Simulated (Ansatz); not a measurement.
Molecule: sum formula BN₂H₃Br, charge 0, multiplicity 2. It need not be the lowest isomer of its formula. SMILES: [NH]B(N)Br
Geometry from a B3LYP-D3(BJ)/def2-TZVP (Ansatz, a first-principles code) optimisation:
```
B
N 1 1.3908
H 2 1.0050 1 122.83
H 2 1.0065 3 115.03 1 179.62
N 1 1.4226 2 126.01 3 -176.96
H 5 1.0181 1 117.16 2 -118.99
Br 1 1.9733 2 119.21 3 -2.60
```
Charge 0, spin multiplicity 2.

Parts of the frozen-core correlation energy in aug-cc-pVDZ (Ansatz, hartree). Frozen orbitals: 17; correlated occupied orbitals by spin: 12 and 11; virtual: 103 and 104. Open shells are spin-unrestricted. Spin-orbit coupling is left out. No relativistic terms.

```
term                             value
-------------------------  -----------
reference (HF)             -2707.81770
MP2 opposite-spin             -0.38682
MP2 same-spin                 -0.13559
CCSD correlation              -0.56108
(T)                           -0.01850
T1 diagnostic                    0.017
largest doubles amplitude        0.012
<S^2> of the reference           0.761
```
